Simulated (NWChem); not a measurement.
**Correlation energy of H₃N₂**

```
N
H 1 1.0149
H 1 1.0194 2 113.76
N 1 1.3347 2 114.25 3 145.36
H 4 1.0273 1 105.64 2 -168.24
```
Charge 0, spin multiplicity 2.

The numbers come from NWChem runs, not from measurements. All single points use one geometry, from UPBE0/def2-SVP, a minimum by its harmonic frequencies. It is one conformer; others weren't searched.

Basis set: 6-311G**. Each correlation energy counts from its own Hartree-Fock reference.

The correlated methods keep 2 core orbitals frozen. The Pople sets run with spherical d functions. The structure started from a generated list of species. The stability of the SCF solutions was not checked. Open-shell Hartree-Fock references start from PBE0 orbitals. Coupled-cluster values serve here as a point of comparison, not as the truth.

Question: Order these methods by the correlation energy they give, lowest first: CCSD[T] on ROHF, CCSD on ROHF, SCS-UMP2, CCSD[T] on UHF, CCSD on UHF.

Answer: CCSD[T] on ROHF (-380.5 mHa), CCSD[T] on UHF (-374.2 mHa), CCSD on ROHF (-368.4 mHa), CCSD on UHF (-362.5 mHa), SCS-UMP2 (-333.6 mHa)
